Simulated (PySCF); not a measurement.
## EPR parameters of C4H2Cl2F3

C4H2Cl2F3 (doublet state).
Cartesian coordinates in Å at the GFN2-xTB level; atoms count from 1:
```xyz
11
C4H2Cl2F3 angstrom
C      0.1484    1.7015   -0.2529
C      0.0780    0.4216   -0.1091
C     -1.1924   -0.4325   -0.0325
Cl    -2.5344    0.3374   -0.8797
Cl    -1.6138   -0.6853    1.6783
C      1.3404   -0.4115    0.0672
F      2.4414    0.2623   -0.2578
F      1.4949   -0.8293    1.3298
F      1.3198   -1.5157   -0.6973
H     -0.4517    2.5668   -0.3858
H     -1.0251   -1.4126   -0.4863
```

The hyperfine couplings belong to this conformer and change with its torsions.

As a line formula: `[H]/[C]=C(\C(Cl)Cl)C(F)(F)F` [radical].

Level of theory: UKS B3LYP, pcH-1 on C Cl F H, non-relativistic, mean-field spin-orbit, GIAO (PySCF 2.14.0). Geometry: GFN2-xTB, one conformer, isolated molecule. The geometry wasn't refined by DFT: couplings that depend on bond lengths, twists or pyramidal angles can differ widely from those at the functional's own minimum. The SCF solution wasn't tested for stability.

```json
{
  "g1, g2, g3": "2.00186, 2.00230, 2.00374",
  "g_iso": "2.00263",
  "Form of g": "rhombic: the two nearest values differ by 23 % of g3 − g1",
  "⟨S²⟩": "0.7601 (exact 0.7500)",
  "HOMO–LUMO gap, α and β orbitals": "6.04, 5.04 eV"
}
```

Isotropic coupling and dipolar principal values T1 to T3, in 10⁻⁴ cm⁻¹; ρ(0) is the spin density at the nucleus (1 × 10⁻⁴ cm⁻¹ = 2.998 MHz):

| atom | isotope | a_iso | of which spin–orbit | T1 | T2 | T3 | Mulliken spin population | ρ(0) (bohr⁻³) |
| --- | --- | --- | --- | --- | --- | --- | --- | --- |
| C1 | 13C | 101.0 | -0.1 | -28.8 | -21.0 | 49.8 | 1.06 | 0.2694 |
| C2 | 13C | -7.0 | 0.0 | -6.7 | 0.8 | 5.9 | -0.17 | -0.0188 |
| C3 | 13C | 28.2 | 0.0 | -2.5 | -2.4 | 5.0 | 0.07 | 0.0751 |
| Cl4 | 35Cl | 0.7 | 0.0 | -0.5 | 0.0 | 0.5 | 0.00 | 0.0046 |
| Cl5 | 35Cl | -0.5 | 0.0 | -0.9 | 0.0 | 0.9 | 0.00 | -0.0032 |
| C6 | 13C | 22.6 | 0.0 | -1.8 | -1.4 | 3.2 | 0.04 | 0.0601 |
| F7 | 19F | 4.7 | 0.0 | -3.7 | -2.6 | 6.2 | 0.00 | 0.0034 |
| F8 | 19F | 0.4 | 0.0 | -2.3 | -1.7 | 4.0 | 0.00 | 0.0003 |
| F9 | 19F | 1.4 | 0.0 | -3.0 | -2.5 | 5.5 | 0.00 | 0.0010 |
| H10 | 1H | 4.6 | 0.0 | -11.4 | -2.6 | 14.0 | 0.00 | 0.0031 |
| H11 | 1H | 1.7 | 0.0 | -1.3 | -0.4 | 1.7 | 0.00 | 0.0011 |

The Mulliken spin populations are largest on C1 (+1.06), C2 (-0.17) and C3 (+0.07). C1 is the only atom above +0.15. The positive populations add up to 1.17 and the negative ones to -0.17, together 2S = 1.

Axes: g1 points within 8° of the C1–H10 bond and g2 points within 9° of the C2–C3 bond.

Under fast tumbling the dipolar parts average out, and these isotropic splittings remain: 1 × 1H (H10, I = 1/2, 2 lines) with 0.49 mT, 3 × 19F (F7/F8/F9, I = 1/2, 4 lines) with 0.23 mT and 1 × 1H (H11, I = 1/2, 2 lines) with 0.18 mT.

Class means assume fast exchange of nuclei equivalent by connectivity; if that motion is slow, each nucleus keeps its own coupling. The three 19F nuclei of mean +6.5 MHz run from 1.2 to 14.1 MHz in the frozen geometry.

The 13C coupling of C1 (302.6 MHz) shows only in satellite lines or after enrichment, since that isotope makes up about 1.07 % of natural carbon.

β density exceeds α density at some nuclei, such as C2 (-0.0188), spin density in bohr⁻³. In a single determinant that takes different orbitals for the two spins, that is spin polarisation.

Time: 91 s wall (grids of density and orbitals included); peak memory 1.0 GiB. Hardware: one thread, Arm Neoverse V2 (aarch64), shared host with 96 logical CPUs at a one-minute load of 28.
